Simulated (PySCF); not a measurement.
C2H6Mg (SMILES [CH3][Mg][CH3]), singlet, geometry from GFN2-xTB (such geometries of metal compounds can be far from the true shape). Base run: PBE0/def2-SVP (PySCF).

Here is a job for PySCF.
```python
from pyscf import gto, scf, dft

mol = gto.M(
    atom='''
Mg   -0.018199    0.669892    0.108341
C     1.435421   -0.143208   -1.211601
H     1.867308   -1.007684   -0.700534
H     2.253353    0.501908   -1.531633
H     0.928481   -0.511458   -2.106911
C    -1.415249   -0.594346    1.091739
H    -1.513737   -1.468458    0.442555
H    -2.412453   -0.188554    1.263506
H    -1.025595   -0.939138    2.052101
''',
    basis='def2-svp',
    charge=0,
    spin=0,
    verbose=5,
)

mf = dft.RKS(mol)
mf.xc = 'pbe0'
mf.kernel()
mf.analyze()
```

Variants of this job, named by their change:

```tsv
change	basis functions	E (Eh)	HOMO (eV)	HOMO-LUMO gap (eV)	dipole (D)
base	76	-279.52141	-6.04	4.45	3.09
basis = x2c-TZVPall; relativity = spin-free X2C; nucleus = Gaussian (with nucmod='G')	130	-280.02280	-6.06	4.42	3.22
basis = x2c-TZVPall; relativity = none	130	-279.64919	-6.06	4.42	3.23
basis = x2c-TZVPall; relativity = spin-free X2C	130	-280.02289	-6.06	4.42	3.22
basis = cc-pVTZ-DK; relativity = spin-free X2C; nucleus = Gaussian (with nucmod='G')	178	-280.02841	-6.02	4.40	3.19
basis = cc-pVTZ-DK; relativity = spin-free X2C	178	-280.02851	-6.02	4.40	3.19
basis = ANO-RCC-VDZP; relativity = spin-free X2C	76	-280.01783	-6.10	4.47	3.09
basis = cc-pVTZ-DK; relativity = none	178	-279.63284	-6.02	4.40	3.20
basis = ANO-RCC-VDZP; relativity = none	76	-279.62048	-6.10	4.47	3.10
basis = ANO-RCC-VDZP; relativity = spin-free X2C; nucleus = Gaussian (with nucmod='G')	76	-280.01773	-6.10	4.47	3.09
```

Absolute energies of different levels of theory aren't comparable as measures of quality.

Basis sets contracted for a relativistic Hamiltonian are a mismatch without it, so the rows without relativity aren't non-relativistic limits. No row has spin-orbit coupling; sets with core potentials leave out the core electrons.
